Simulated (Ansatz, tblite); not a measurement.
Forces on the cluster Be2Se2 at its r2SCAN-D4/def2-TZVP geometry. Charge 0, multiplicity 1.

The xTB rows come from tblite. The restricted singlet is unstable towards broken spin symmetry in Hartree–Fock (as tested in another run); at PBE-D4/def2-TZVP this wasn't settled. Another isomer (singlet) lies 4.41 eV lower at PBE0-D4/def2-TZVP; other spin states weren't run for this one.

GFN1-xTB (tblite), largest force 0.97 eV/Å:

```xyz
4
positions Å, forces eV/Å
Be   -1.398    0.883    0.118    0.896   -0.360   -0.070
Be    0.810   -1.443   -0.095   -0.314    0.915    0.047
Se    0.376    0.245    1.221   -0.344   -0.254   -0.795
Se    0.212    0.315   -1.244   -0.237   -0.300    0.817
```

GFN2-xTB (tblite), largest force 1.40 eV/Å:

```
Be 0.645 0.099 -0.040
Be 0.132 0.641 0.010
Se -0.474 -0.333 -1.275
Se -0.303 -0.407 1.306
```

PBE-D4/def2-TZVP (Ansatz), largest force 0.22 eV/Å:

```
Be -0.069 -0.008 0.004
Be -0.011 -0.069 -0.001
Se 0.054 0.032 0.208
Se 0.026 0.044 -0.212
```
